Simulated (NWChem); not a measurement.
Species: BeH2O; SMILES [BeH][OH]

```xyz
4

Be     0.0045    -0.8541     0.0001
H      0.0120    -2.1872     0.0003
O     -0.0035     0.5391    -0.0003
H     -0.0016     1.4863     0.0027
```
Atoms are numbered in this order, from 1.

Level: PBE0/def2-SVP (NWChem), optimised geometry, unscaled harmonic frequencies. 

| frequency (cm⁻¹) | IR intensity (km/mol) |
|---|---|
| 127 | 169.0 |
| 553 | 171.3 |
| 563 | 154.8 |
| 1262 | 74.6 |
| 2218 | 148.5 |
| 4172 | 302.4 |

| Item | Result |
|---|---|
| zero-point energy | 12.7 kcal/mol |
| thermal correction to the enthalpy at 298.15 K (with zero-point energy) | 15.7 kcal/mol |
| heat capacity Cv | 10.3 cal/(mol K) |
| entropy at 298.15 K and 1 atm (symmetry number 1) | 47.5 cal/(mol K) |
| dipole moment | 1.90 D |

Rigid rotor and harmonic oscillator.
